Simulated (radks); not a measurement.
Values are calculated unless marked as measured or tabulated.
Spherical jellium clusters: N electrons in a uniform positive sphere of charge N and radius rs N^(1/3), rs = 5.84 bohr. Level of theory: non-relativistic Kohn-Sham, LDA (Slater exchange, Perdew-Wang correlation), spin-polarised, spherical densities (a radial shooting solver with Libxc functionals). Levels are named by radial order and angular momentum (1s, 1p, 1d, 2s, ...), and open shells are averaged over m.

N = 38, configuration 1s2 1p6 1d10 2s2 1f14 2p(up 3, down 0) 1g(up 1, down 0). This is the lowest configuration that the search found. Occupied and some empty levels:

| level | occupation | eigenvalue (eV) | <r> (bohr) |
|---|---|---|---|
| 1s up | 1 | -3.4425 | 11.72 |
| 1s down | 1 | -3.3117 | 12.85 |
| 1p up | 3 | -3.1870 | 13.83 |
| 1p down | 3 | -3.1023 | 14.28 |
| 1d up | 5 | -2.8625 | 15.08 |
| 1d down | 5 | -2.7994 | 15.24 |
| 2s up | 1 | -2.7018 | 11.47 |
| 2s down | 1 | -2.4989 | 10.82 |
| 1f up | 7 | -2.4705 | 15.97 |
| 1f down | 7 | -2.4161 | 16.01 |
| 2p up | 3 | -2.1799 | 12.43 |
| 1g up | 1 | -2.0141 | 16.69 |
| 2p down | 0 | -1.9886 | 12.69 |
| 1g down | 0 | -1.9625 | 16.69 |
| 2d up | 0 | -1.5921 | 13.90 |
| 1h up | 0 | -1.4982 | 17.34 |
| 2d down | 0 | -1.4517 | 14.42 |
| 1h down | 0 | -1.4472 | 17.34 |
| 3s up | 0 | -1.4452 | 13.26 |
| 3s down | 0 | -1.3241 | 13.34 |

Energy (eV): total -68.4352, kinetic 33.523, external -2398.0, Hartree 1198.1, exchange-correlation -102.80, background 1200.8.

Electron density:

| r (bohr) | n(r) (e/bohr^3) |
|---|---|
| 2.15 | 0.001197 |
| 4.45 | 0.001293 |
| 6.76 | 0.001233 |
| 9.06 | 0.001099 |
| 11.4 | 0.001171 |
| 13.7 | 0.001409 |
| 16.0 | 0.001351 |
| 18.3 | 0.0007637 |
| 20.6 | 0.0002227 |
| 22.9 | 0.00004084 |
| 25.2 | 6.006e-06 |
| 27.5 | 7.855e-07 |
| 29.8 | 9.848e-08 |
